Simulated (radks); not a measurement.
Values are calculated unless marked as measured or tabulated.
Species: Ge VI. Configuration: [Ne] 3s1.75 3p6 3d9 4d0.25 (fractional occupations, a model configuration). Level of theory: Dirac Kohn-Sham, PBE, spin-unpolarised, spherical densities, point nucleus; open shells fill j = l - 1/2 first (a radial shooting solver on a logarithmic mesh with Libxc functionals).

Radial electron density D(r) = 4 pi r^2 rho(r):

```
   r/bohr * D(r) (the largest magnitude, 45.6, reaches the edge; | marks zero)
 0.003079 |  *
 0.003528 |   *
 0.004042 |    *
 0.004593 |     *
 0.005263 |       *
 0.006029 |        *
 0.006908 |           *
 0.007914 |             *
 0.008995 |                *
  0.01031 |                   *
  0.01181 |                       *
  0.01353 |                           *
  0.01537 |                               *
  0.01761 |                                   *
  0.02018 |                                       *
  0.02312 |                                          *
  0.02649 |                                             *
   0.0301 |                                              *
  0.03449 |                                              *
  0.03951 |                                             *
  0.04527 |                                           *
  0.05186 |                                         *
  0.05895 |                                       *
  0.06753 |                                     *
  0.07737 |                                      *
  0.08864 |                                         *
   0.1016 |                                             *
   0.1154 |                                                 *
   0.1322 |                                                     *
   0.1515 |                                                      *
   0.1736 |                                                    *
   0.1989 |                                              *
    0.226 |                                       *
    0.259 |                                *
   0.2967 |                           *
   0.3399 |                          *
   0.3894 |                             *
   0.4426 |                               *
   0.5071 |                                 *
   0.5809 |                               *
   0.6656 |                           *
   0.7625 |                     *
   0.8667 |               *
   0.9929 |         *
    1.138 |     *
    1.303 |  *
    1.481 |*
    1.697 |*
    1.944 *
    2.228 *
    2.552 *
      2.9 *
    3.323 *
    3.807 *
    4.362 *
    4.997 *
     5.68 *
```

D(r) has 3 maxima, at r = 0.0329, 0.148, 0.511 bohr, and minima at 0.0697, 0.327 bohr, inside which lie 2.10, 10.97 electrons.
